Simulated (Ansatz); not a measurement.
Reaction (ligand exchange at the In–N bond): `CC[N](C)[InH][Cl]` + `N=C=O` → `O=C=[N][InH][Cl]` + ethylmethylamine

Isolated molecules relaxed with PBE0-D4/def2-TZVP in Ansatz; ΔE leaves out vibrations. CCSD(T)/CBS is the MP2 limit (def2-TZVPP, def2-QZVPP) plus CCSD(T) − MP2 in def2-TZVPP, frozen cores. This one scheme is used for every species. DFT in def2-TZVPP. B3LYP here is the variant with VWN-RPA as its local correlation; programs differ in this. def2 core potentials past Kr. For In outer-core shells are correlated without core-valence functions, which leaves a few kJ/mol of doubt a bond. Each species was taken in one conformer, which may not be the lowest.

`CC[N](C)[InH][Cl]`:

```xyz
15

C    -0.725   -1.662   -0.731
C    -1.053   -0.248   -0.272
N     0.085    0.511    0.197
C     0.635    0.064    1.453
In    0.873    2.009   -0.861
Cl    2.725    2.891    0.265
H    -1.629   -2.172   -1.075
H    -0.007   -1.644   -1.556
H    -0.297   -2.259    0.076
H    -1.809   -0.297    0.527
H    -1.525    0.291   -1.102
H     1.058   -0.948    1.396
H     1.434    0.732    1.780
H    -0.136    0.054    2.237
H     0.371    2.678   -2.334
```

`N=C=O`:

```xyz
4

N    -0.284    0.183   -0.687
C    -0.045    0.037    0.488
O     0.069   -0.026    1.642
H     0.261   -0.193   -1.442
```

`O=C=[N][InH][Cl]`:

```xyz
6

O     0.575    1.998    1.927
C     0.701    1.198    1.088
N     0.908    0.387    0.222
In   -0.199   -0.897   -0.876
Cl   -2.441   -0.763   -0.317
H     0.456   -1.924   -2.044
```

`CCNC`:

Z-matrix (Å, degrees):
```
C
C 1 1.514
H 1 1.092 2 110.6
H 1 1.092 2 111.0 3 120.6
H 1 1.094 2 111.0 3 -119.8
N 2 1.447 1 111.2 3 57.6
H 2 1.096 1 109.7 3 -61.5
H 2 1.106 1 109.7 3 -177.6
C 6 1.445 2 113.2 1 177.3
H 6 1.013 2 109.3 1 54.5
H 9 1.104 6 114.0 2 -54.9
H 9 1.094 6 109.5 2 65.4
H 9 1.092 6 109.9 2 -176.7
```

```csv
level,ΔE (kJ/mol),difference from CCSD(T)/CBS
PBE-D4,-42.0,5.5
r2SCAN-D4,-50.0,-2.5
PBE0-D4,-52.2,-4.7
B3LYP-D4,-49.6,-2.1
ωB97X-V,-55.9,-8.4
ωB97M-V,-54.2,-6.7
B2PLYP,-55.2,-7.7
PBE,-48.1,-0.6
r2SCAN,-51.8,-4.3
PBE0,-57.7,-10.2
B3LYP,-59.3,-11.8
HF/def2-TZVPP,-91.0,-43.5
MP2/def2-TZVPP,-47.9,-0.4
SCS-MP2/def2-TZVPP,-54.1,-6.6
CCSD/def2-TZVPP,-56.6,-9.1
CCSD(T)/def2-TZVPP,-50.6,-3.1
HF/def2-QZVPP,-91.0,-43.5
MP2/def2-QZVPP,-46.1,1.4
SCS-MP2/def2-QZVPP,-52.5,-5.0
HF/CBS(def2),-90.9,-43.4
MP2/CBS(def2),-44.8,2.7
CCSD/CBS(def2),-53.5,-6.0
CCSD(T)/CBS,-47.5,0
```

Largest T1 diagnostic among the species: 0.018.

In def2-TZVPP, CCSD(T) changes the Hartree–Fock value by +40.4 kJ/mol (the triples alone add +6.0 kJ/mol) and MP2 by +43.1 kJ/mol. From PBE to PBE0 (25 % exact exchange), in def2-TZVPP and without D4, ΔE moves by −9.6 kJ/mol. The D4 term adds +9.7 kJ/mol with B3LYP and +5.5 kJ/mol with PBE0; it sums over pairs of atoms, weighted by their polarisabilities, and B3LYP, whose exchange is more repulsive, gets the larger term.
